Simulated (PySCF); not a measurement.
In(I)2(OH) (HI₂InO), SMILES [I][In]([I])[OH]. Atoms are numbered in the order given.

```xyz
5

In     0.7212    -0.0080     0.0000
I     -0.5724     2.3519     0.0000
I     -0.5653    -2.3508     0.0000
O      2.7355    -0.0651     0.0000
H      3.0783     0.8519     0.0000
```
Charge 0, spin multiplicity 1.

Coordinates come from a PBE-D3(BJ)/def2-SVP optimisation. The structure was generated by enumeration; whether it is a known compound was not checked. The def2 effective core potentials stand for the cores of I, In; spin–orbit coupling is left out. The values are those of a single conformer.

The numbers are results of TDA-PBE/def2-SVPD (PySCF 2.14.0), not measurements.

Vertical excitations.  State labels are in the subgroup Cs.

Problem. List the lowest excited states. (The exact figures need the calculation; the answer reports its results.)

Solution. 
| state | symmetry | energy (eV) | λ (nm) | f | main pairs |
|---|---|---|---|---|---|
| S1 | A' | 3.13 | 396 | 0.013 | HOMO→LUMO 99 % |
| S2 | A" | 3.21 | 387 | 0.000 | HOMO−1→LUMO 100 % |
| S3 | A' | 3.31 | 374 | 0.016 | HOMO−2→LUMO 97 % |
| S4 | A" | 3.35 | 370 | 0.003 | HOMO−3→LUMO 100 % |
| S5 | A" | 3.95 | 314 | 0.015 | HOMO−4→LUMO 99 % |
| S6 | A" | 4.37 | 284 | 0.000 | HOMO→LUMO+1 100 % |
| S7 | A' | 4.51 | 275 | 0.006 | HOMO−1→LUMO+1 62 %, HOMO−5→LUMO 29 % |
| S8 | A" | 4.52 | 274 | 0.000 | HOMO−2→LUMO+1 100 % |
| S9 | A' | 4.68 | 265 | 0.010 | HOMO−3→LUMO+1 49 %, HOMO−6→LUMO 24 %, HOMO−1→LUMO+1 15 %, HOMO−5→LUMO 10 % |
| S10 | A' | 5.24 | 237 | 0.113 | HOMO−4→LUMO+1 29 %, HOMO−3→LUMO+1 28 %, HOMO−5→LUMO 20 %, HOMO−7→LUMO 6 % |
| T1 | A' | 2.81 | 442 | 0 | HOMO→LUMO 100 % |
| T2 | A" | 2.93 | 423 | 0 | HOMO−1→LUMO 100 % |
| T3 | A' | 2.95 | 420 | 0 | HOMO−2→LUMO 100 % |
| T4 | A" | 3.06 | 405 | 0 | HOMO−3→LUMO 100 % |
Triplets are in the Tamm–Dancoff approximation.
